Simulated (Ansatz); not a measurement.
Mulliken charges of GaH₄PS (`S[PH][GaH2]`) from ωB97M-V/def2-TZVPP in Ansatz (PBE0-D4/def2-TZVP geometry).

```csv
atom,x (Å),y (Å),z (Å),charge (e)
S1,-1.070,-1.067,-0.257,-0.151
P2,-0.642,0.951,-1.021,-0.132
Ga3,0.913,0.248,0.591,0.127
H4,-1.978,-0.668,0.649,0.147
H5,0.053,0.392,-2.128,0.076
H6,0.550,0.682,2.046,-0.035
H7,2.174,-0.538,0.119,-0.030
```

Q: By hand: the dipole of these point charges (1 e Å = 4.8032 D).

A: Σ q r = (-0.009, -0.009, 0.107) e Å, of length 0.108 e Å = 0.52 D.

Q: How does the dipole of the full density compare? (Estimate.)

A: Computed: (-0.116, -0.001, -0.001) e Å, 0.56 D; the point charges give 0.93 times that, at 86° from its direction.

Point charges leave out the atoms' own dipoles, such as those of lone pairs, and Mulliken's split depends on the basis, so the two needn't agree.
